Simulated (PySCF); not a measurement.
A calculated (UHF, PySCF 2.14, x2c-TZVPPall, the spin-free X2C one-electron Hamiltonian (Gaussian nucleus)) atom or ion has these occupied shells.

| shell | electrons | orbital energy (eV) | rms radius, mean of both spins (bohr) |
| --- | --- | --- | --- |
| 1s α | 1 | -13559.5 | 0.0492 |
| 1s β | 1 | -13559.2 | 0.0492 |
| 2s α | 1 | -1828.0 | 0.205 |
| 2s β | 1 | -1827.6 | 0.205 |
| 2p α | 3 | -1607.5 | 0.183 |
| 2p β | 3 | -1607.3 | 0.183 |
| 3s α | 1 | -279.81 | 0.588 |
| 3s β | 1 | -278.86 | 0.588 |
| 3p α | 3 | -207.80 | 0.607 |
| 3p β | 3 | -207.32 | 0.607 |
| 3d α | 5 | -88.100 | 0.650 |
| 3d β | 5 | -87.808 | 0.650 |
| 4s α | 1 | -30.938 | 1.79 |
| 4p α | 3 | -14.159 | 2.27 |
| 4p β | 3 | -10.762 | 2.27 |

**Question.** Name the element and its charge.

**Answer.** Br (bromine, neutral), in [Ar] 3d10 4s1 4p6, 2S determinant (an excited configuration).
